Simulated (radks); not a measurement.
Task: Mn III, 23 electrons, occupied as [Ne] 3s1.5 3p6 3d5 4s0.5 (fractional occupations, a model configuration). Calculated with a radial shooting solver on a logarithmic mesh with Libxc functionals: non-relativistic Kohn-Sham, LDA (Slater exchange, Perdew-Wang correlation), spin-unpolarised, spherical densities, point nucleus. Some entries of the table are withheld. Estimate them.

orbital,occ.,eigenvalue (hartree),<r> (bohr),r(max) (bohr)
1s,2,-234.5833,0.06167,0.04060
2s,2,-27.70284,0.2831,0.2357
2p,6,-23.90710,0.2485,0.1894
3s,1.5,-3.88163,0.8574,(1)
3p,6,-2.79211,(2),(3)
3d,5,-1.03838,1.092,(4)
4s,0.5,-0.76056,2.532,2.224
4p,0,-0.55139,2.966,2.586
5s,0,-0.28441,5.603,5.322

Result: 
(1) 3s r(max) (bohr): 0.7423
(2) 3p <r> (bohr): 0.8999
(3) 3p r(max) (bohr): 0.7518
(4) 3d r(max) (bohr): 0.7426
